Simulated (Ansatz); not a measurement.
B₄N₄H₁₄, a cluster cut from wurtzite BN (hydrogen-capped). The state is a singlet with charge 0. Geometry PBE0-D4/def2-SVP, basis def2-TZVP, Ansatz.

```xyz
22

B    -0.966   -0.707   -1.187
N     0.235    0.301   -1.586
B    -1.123    1.048    0.695
N    -1.134   -0.482    0.355
N     0.448    1.436    0.631
B     1.211    0.515   -0.380
B    -0.011   -1.233    1.150
N     1.335   -0.880    0.323
H    -1.968   -0.405   -1.817
H    -0.578   -1.846   -1.445
H    -0.174    1.197   -1.855
H     0.718   -0.044   -2.413
H    -1.691    1.715   -0.168
H    -1.546    1.283    1.817
H    -2.034   -0.864    0.637
H     0.552    2.423    0.403
H     0.846    1.321    1.564
H     2.292    0.974   -0.719
H    -0.170   -2.445    1.154
H     0.135   -0.776    2.282
H     1.479   -1.604   -0.383
H     2.144   -0.928    0.939
```

```tsv
run	HOMO (eV)	LUMO (eV)
A	-7.47	0.09
B	-6.15	-0.70
C	-6.44	-0.01
D	-7.32	-0.24
E	-8.94	0.79
F	-9.96	1.81
```

B3LYP takes the VWN-RPA correlation.

Q: The runs used B3LYP, CAM-B3LYP, PBE, PBE0, r2SCAN, ωB97X-V. Estimate which is which.

A: A PBE0 (25 % exact exchange); B PBE (0 % exact exchange); C r2SCAN (0 % exact exchange); D B3LYP (20 % exact exchange); E CAM-B3LYP (range-separated); F ωB97X-V (range-separated). Exact exchange lowers occupied and raises empty levels; among semilocal functionals meta-GGAs tend to open the gap a little, and such runs are hard to tell apart. The gap grows from 5.45 eV (PBE) to 11.77 eV (ωB97X-V).
